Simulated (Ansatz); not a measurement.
System: sum formula AlN2H4Br, net charge 0, singlet state. 
Structure (B3LYP-D3(BJ)/def2-TZVP (Ansatz, a first-principles code) minimum search):
SMILES: [NH2][Al]([NH2])[Br]
```xyz
8

N     -1.4045    -1.9051    -0.1394
Al     0.0754    -0.9533    -0.0664
N      1.6866    -1.6628    -0.1092
Br    -0.1029     1.3014     0.0907
H     -2.3279    -1.5036    -0.1152
H     -1.4556    -2.9086    -0.2098
H      1.8948    -2.6459    -0.1771
H      2.5356    -1.1224    -0.0677
```
Charge 0, spin multiplicity 1.

Wanted: atomisation energy (electronic, to ground-state atoms), in kcal/mol. Correlated levels leave the core frozen unless marked. Open shells are spin-unrestricted. No spin-orbit coupling. The frozen core is the preceding noble-gas configuration, with the filled d and f shells of earlier blocks. No relativistic terms. The coupled-cluster limit lacks core correlation, which all-electron functionals hold. Basis-set limits of correlation are two-point, X^-3; Hartree-Fock from the larger set.

```tsv
level	program	atomisation energy (kcal/mol)
HF/STO-3G	Ansatz	525.5
BLYP-D4/def2-TZVPD	Ansatz + dftd4	645.9
r2SCAN/def2-TZVPD	Ansatz	642.2
r2SCAN-D3(BJ)/def2-TZVPD	Ansatz + dftd3	643.2
```

Question: Predict the CCSD(T)/CBS(def2-TZVPPD,def2-QZVPPD) result (Ansatz).

Answer: 646.9 kcal/mol, so r2SCAN-D3(BJ)/def2-TZVPD differs from it by -3.7 kcal/mol.
